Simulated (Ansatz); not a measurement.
Calculated with Ansatz (gas phase, PBE0-D4/def2-TZVP geometries, no zero-point term in ΔE). CCSD(T)/CBS is the MP2 limit (def2-TZVPP, def2-QZVPP) plus CCSD(T) − MP2 in def2-TZVPP, frozen cores. Functionals use def2-TZVPP. B3LYP here is the variant with VWN-RPA as its local correlation; programs differ in this. Elements past krypton have def2 core potentials. For Te outer-core shells are correlated without core-valence functions, which leaves a few kJ/mol of doubt a bond. One conformer a species, not always the lowest.

Reaction (formal exchange of groups at a Te–Al bond): `C[SiH]1[O][Al]1[TeH]` + `C=NC` → `C=NC[TeH]` + `C[SiH]1[O][AlH]1`

`C[SiH]1[O][Al]1[TeH]`:

```xyz
10

C    -0.490   -0.312    1.972
Si    0.597   -0.497    0.473
O    -0.196   -0.652   -0.997
Al    0.659    0.823   -1.389
Te    0.516    2.115   -3.557
H    -1.017   -1.254    2.158
H     0.116   -0.088    2.854
H    -1.229    0.480    1.844
H     1.591   -1.576    0.744
H    -0.546    0.962   -4.103
```

`C=NC`:

Cartesian coordinates in Å:
```
C 0.208 0.652 1.104
N 0.727 -0.118 0.257
C -0.081 -0.538 -0.857
H -0.828 1.015 1.034
H 0.799 0.986 1.957
H -1.103 -0.131 -0.841
H 0.409 -0.236 -1.786
H -0.132 -1.630 -0.869
```

`C=NC[TeH]`:

Cartesian coordinates in Å:
```
C 1.371 -0.634 -0.029
N 0.961 0.529 -0.263
C -0.416 0.869 -0.337
Te -1.983 -0.652 -0.133
H 0.693 -1.483 0.125
H 2.444 -0.811 0.017
H -0.641 1.622 0.419
H -0.621 1.320 -1.310
H -1.809 -0.760 1.512
```

`C[SiH]1[O][AlH]1`:

```xyz
9

C    -0.314    0.427   -1.446
Si    0.332    0.443    0.303
O    -0.712   -0.188    1.466
Al    0.594   -1.313    1.731
H     0.467    0.749   -2.139
H    -0.659   -0.563   -1.746
H    -1.150    1.129   -1.533
H     0.789    1.831    0.607
H     0.654   -2.514    2.757
```

```tsv
level	ΔE (kJ/mol)	difference from CCSD(T)/CBS
PBE-D4	147.0	-7.4
r2SCAN-D4	155.0	0.6
PBE0-D4	156.2	1.8
B3LYP-D4	148.8	-5.6
ωB97X-V	152.7	-1.7
ωB97M-V	153.4	-1.0
B2PLYP	155.1	0.7
PBE	150.3	-4.1
r2SCAN	155.5	1.1
PBE0	158.7	4.3
B3LYP	154.3	-0.1
HF/def2-TZVPP	172.3	17.9
MP2/def2-TZVPP	155.9	1.5
SCS-MP2/def2-TZVPP	154.5	0.1
CCSD/def2-TZVPP	158.2	3.8
CCSD(T)/def2-TZVPP	155.3	0.9
HF/def2-QZVPP	170.9	16.5
MP2/def2-QZVPP	155.0	0.6
SCS-MP2/def2-QZVPP	153.9	-0.5
HF/CBS(def2)	170.7	16.3
MP2/CBS(def2)	155.1	0.7
CCSD/CBS(def2)	157.3	2.9
CCSD(T)/CBS	154.4	0
```

Largest T1 diagnostic among the species: 0.015.

The D4 term adds −5.5 kJ/mol with B3LYP and −2.5 kJ/mol with PBE0; it sums over pairs of atoms, weighted by their polarisabilities, and B3LYP, whose exchange is more repulsive, gets the larger term. In def2-TZVPP, CCSD(T) changes the Hartree–Fock value by −17.0 kJ/mol (the triples alone add −2.9 kJ/mol) and MP2 by −16.4 kJ/mol. From PBE to PBE0 (25 % exact exchange), in def2-TZVPP and without D4, ΔE moves by +8.4 kJ/mol.
